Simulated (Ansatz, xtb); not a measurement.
CH5AlO3: where a starting geometry ends

The starting geometry of this gas-phase singlet was built from a drawn formula by distance geometry and a force field; its bonds are those of `[OH][AlH][CH](O)O`.

```xyz
10

C    -1.5697   -0.0842    1.3735
Al   -0.2167    0.6737    0.0480
O     0.3813    2.3968    0.2894
O    -2.6991    0.7484    1.3203
O    -1.8581   -1.3862    0.9606
H    -0.2658    2.9520   -0.2513
H     0.2840   -0.2207   -1.1762
H    -1.1153   -0.0735    2.3973
H    -2.5397    1.5717    1.8236
H    -1.1162   -1.9462    1.2326
```

Question: Where would you expect an optimisation with r2SCAN-D4/def2-SVP to take it?

Answer: It rearranges, giving a structure given below by its coordinates. Contacts that open: C1–O4 (1.40 → 1.94 Å). Contacts that close: Al2–O4 (2.79 → 1.83 Å).

The energy falls by 1.36 eV over 25 steps:

```tsv
step	E − E(last) (eV)
1	1.363
4	0.717
6	0.478
9	0.197
12	0.042
14	0.027
17	0.003
20	0.001
22	0.000
25	0.000
```

Final geometry (Å):

| atom | x (Å) | y (Å) | z (Å) |
| --- | --- | --- | --- |
| C | -1.0817 | -0.2938 | 1.6707 |
| Al | -0.6948 | 0.8641 | 0.0903 |
| O | -0.0112 | 2.4026 | 0.4246 |
| O | -2.4167 | 0.7280 | 0.7036 |
| O | -1.4597 | -1.5602 | 1.6870 |
| H | 0.6357 | 2.8669 | -0.1105 |
| H | -0.4293 | 0.0620 | -1.2602 |
| H | -1.2832 | 0.1360 | 2.6675 |
| H | -2.7720 | 1.4066 | 1.2952 |
| H | -1.2025 | -1.9803 | 0.8495 |

From the same start GFN2-xTB ends elsewhere, differing in C1–O4 (1.56 against 1.94 Å here).

No frequencies were run, so the end isn't proven a minimum. Run with Ansatz 0.2.0, 53 s on 2 threads of Arm Neoverse V2, on a shared host.
